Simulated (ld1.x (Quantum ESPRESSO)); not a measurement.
**gold, TM: configuration errors across variants**

gold, norm-conserving Troullier–Martins (Kleinman–Bylander form), made with ld1.x (Quantum ESPRESSO) 7.5 (PBE, scalar-relativistic). Core [Xe] 4f14, reference 5d10 6s1 6p0. Waves: 6s (bound): rc 2.30 bohr; 6p (bound, empty): rc 3.90 bohr; 5d (bound): rc 1.70 bohr. Local part: the d channel. Core correction: none.

All-electron excitation energies from the reference (eV): (1) 5d10 6s0 6p0 9.409; (2) 5d9 6s0 6p0 30.617; (3) 5d8 6s0 6p0 64.494; (4) 5d10 6s0.5 6p0 3.773; (5) 5d9 6s2 6p0 1.693; (6) 5d10 6s0 6p1 5.248.

Tests that are not counted but printed errors over 1 eV. “base”: 5d9 6s1 6p1 (solver errors, printed error -2.5 eV). “core correction a·sin(br)/r model core inside 0.92 bohr”: 5d9 6s1 6p1 (solver errors, printed error -2.6 eV). “wave 5d (bound): rc 1.70 bohr becomes 5d (bound): rc 1.94 bohr”: 5d9 6s1 6p1 (solver errors, printed error -2.5 eV). “all radii scaled by about 0.84 (s 1.92, p 3.26, d 1.42 bohr)”: 5d9 6s1 6p1 (solver errors, printed error -2.5 eV). “wave 6p (bound): rc 3.90 bohr becomes 6p (bound): rc 5.00 bohr”: 5d9 6s1 6p1 (solver errors, printed error -2.5 eV).

3 further variants failed, have other tests or another functional or relativity, and are left out.

A true bound ghost makes a file unfit for plane-wave use even where its test errors are small: the radial tests pick states by their node count and pass the ghost by. Where a test does run into it, the solver fails or the error is huge.

Errors AE − PS in meV (a dash: test not solved or not reliable):

```tsv
change	(1)	(2)	(3)	(4)	(5)	(6)	bound ghosts
base	-1.9	+25	+6.2	-1.4	-33	+2.8	s, p
type RRKJ; local potential all-electron potential smoothed inside 1.35 bohr (lloc = -1); rho0 0.01	+0.8	+26	+2.1	-0.8	-26	+1.9	s, p
core correction a·sin(br)/r model core inside 0.92 bohr	-18	-30	-152	-4.5	-46	-2.9	s, p
wave 5d (bound): rc 1.70 bohr becomes 5d (bound): rc 1.94 bohr	-1.7	+25	+3.5	-1.3	-33	+2.7	s, p
all radii scaled by about 0.84 (s 1.92, p 3.26, d 1.42 bohr)	+0.7	+23	-5.8	-0.8	-29	+0.4	s, p
wave 6p (bound): rc 3.90 bohr becomes 6p (bound): rc 5.00 bohr	-1.9	+25	+6.2	-1.4	-33	+9.9	s, p
core correction a·sin(br)/r model core inside 1.22 bohr	-18	-30	-153	-4.5	-46	-2.8	s, p
wave 5d (bound): rc 1.70 bohr becomes 5d (bound): rc 2.10 bohr	-1.3	+22	-6.3	-1.3	-33	+2.6	s, p
```

(1) Give the same row for: wave 6s (bound): rc 2.30 bohr becomes 6s (bound): rc 1.86 bohr.

## Answers

(1) +1.5, +23, -5.1, -0.6, -26, +4.7; bound ghosts: s, p. Not counted: 5d9 6s1 6p1 (solver errors, printed error -2.5 eV).
